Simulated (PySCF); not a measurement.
Orbital levels and atomic charges

System: C20H6 (carbon bowl).

Cartesian coordinates (Å):
```
  1 C    -0.294   -0.304   -2.353
  2 C    -0.760    0.982   -2.041
  3 C     0.291    1.868   -1.737
  4 C     1.485    1.037   -1.596
  5 C     1.120   -0.297   -1.976
  6 C     1.265   -1.295   -0.980
  7 C    -0.030   -1.835   -0.663
  8 C    -0.993   -1.147   -1.402
  9 C    -1.941   -0.424   -0.586
 10 C    -1.730    0.952   -0.889
 11 C    -1.333    1.988   -0.031
 12 C    -0.015    2.415   -0.448
 13 C     1.132    2.228    0.364
 14 C     1.970    1.265   -0.284
 15 C     2.365    0.178    0.579
 16 C     1.900   -1.087    0.277
 17 C     1.079   -1.777    1.314
 18 C    -0.140   -2.056    0.764
 19 C    -1.479   -1.898    1.309
 20 C    -2.319   -1.048    0.670
 21 H    -1.749    2.190    0.940
 22 H     1.205    2.478    1.407
 23 H     2.633    0.418    1.599
 24 H     1.322   -1.760    2.361
 25 H    -1.731   -2.312    2.273
 26 H    -3.254   -0.760    1.127
```

Method: LC-wPBE/def2-SVP, gas phase, PySCF, fitting set def2-universal-JFIT up to Ne and JKFIT beyond, grid level 1.

Give the orbital energies near the gap.


| orbital | eV |
| --- | --- |
| HOMO-4 | -10.51 |
| HOMO-3 | -9.78 |
| HOMO-2 | -8.96 |
| HOMO-1 | -7.89 |
| HOMO | -7.49 |
| LUMO | -1.61 |
| LUMO+1 | -0.92 |
| LUMO+2 | 0.98 |
| LUMO+3 | 1.36 |

Give the partial charges of the non-hydrogen atoms.


```
atom  Mulliken    IAO  Hirshfeld
  C1     -0.01  -0.14      -0.10
  C2     -0.08   0.09       0.03
  C3     -0.08  -0.15      -0.11
  C4     -0.05  -0.05      -0.03
  C5      0.03   0.00       0.00
  C6     -0.03  -0.02      -0.02
  C7     -0.09   0.02       0.01
  C8      0.00   0.04       0.01
  C9      0.01   0.04       0.04
 C10      0.03  -0.02       0.00
 C11      0.01  -0.12      -0.01
 C12      0.00   0.01       0.00
 C13     -0.01  -0.11      -0.01
 C14      0.01   0.00       0.00
 C15      0.01  -0.09      -0.01
 C16     -0.01  -0.03      -0.02
 C17      0.00  -0.10      -0.02
 C18      0.04  -0.04      -0.02
 C19      0.01  -0.13      -0.03
 C20     -0.03  -0.17      -0.05
```
